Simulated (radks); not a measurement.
Values are calculated unless marked as measured or tabulated.
Species: the praseodymium ion Pr+. Configuration: [Xe] 4f3 6s1. Code: a radial shooting solver on a logarithmic mesh with Libxc functionals. Model: scalar-relativistic Kohn-Sham, r2SCAN, spin-unpolarised, spherical densities, finite nucleus; meta-GGA in the generalised Kohn-Sham scheme; Fermi nuclear charge, rms radius 4.8919 fm.

Unscreened Slater integrals over Kohn-Sham orbitals (eV).

| integral | value |
|---|---|
| F0(4f,4f) | 22.219 |
| F2(4f,4f) | 10.007 |
| F4(4f,4f) | 6.1780 |
| F6(4f,4f) | 4.4173 |
| F0(4f,6s) | 7.4766 |
| G3(4f,6s) | 0.38003 |
| F0(4f,5p) | 15.992 |
| F2(4f,5p) | 6.0595 |
| G2(4f,5p) | 3.7844 |
| G4(4f,5p) | 2.7875 |
| F0(4f,5s) | 17.796 |
| G3(4f,5s) | 4.0490 |
| F0(6s,6s) | 5.8382 |
| F0(6s,5p) | 7.2287 |
| G1(6s,5p) | 0.52450 |
| F0(6s,5s) | 7.3338 |
| G0(6s,5s) | 0.28966 |
| F0(5p,5p) | 13.935 |
| F2(5p,5p) | 7.5159 |
| F0(5p,5s) | 14.902 |
| G1(5p,5s) | 9.9824 |
| F0(5s,5s) | 16.162 |

Derived for the open shells (J is the average intra-shell exchange parameter used in DFT+U). 4f: F4/F2 = 0.617, F6/F2 = 0.441, J = (286 F2 + 195 F4 + 250 F6)/6435 = 0.8036 eV.
